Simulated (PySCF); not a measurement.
# Electronic structure of Rh+ (rhodium, charge +1) at the UHF level

Configuration: [Kr] 4d7 5s1, high-spin 5F determinant (an excited configuration). Computed with PySCF 2.14 in def2-QZVPPD with the def2 core potential (28 electrons) (7s5p4d4f2g, 88 functions), with scalar relativity through the core potential.

| Property | Result |
| --- | --- |
| Total energy | -109.465812 hartree |
| One-electron energy | -187.0840 hartree |
| Hartree (Coulomb) energy | 88.0480 hartree |
| Exchange energy | -10.4298 hartree |
| ⟨S²⟩ | 6.0045 |
| ⟨L²⟩ | 12.062 |
| Sum of ⟨r⟩ | 21.79 bohr |
| Sum of ⟨r²⟩ | 37.77 bohr² |

```tsv
shell	electrons	mean orbital energy (hartree)	spread (hartree)	rms radius, mean of both spins (bohr)
4s α	1	-4.30927	0	1.05
4s β	1	-4.09206	0	1.05
4p α	3	-2.92998	0	1.16
4p β	3	-2.66697	0	1.16
4d α	5	-0.90096	0.04559	1.59
4d β	2	-0.79970	0	1.59
5s α	1	-0.55119	0	3.13
```

Energies and moments cover only the electrons outside the core potential.
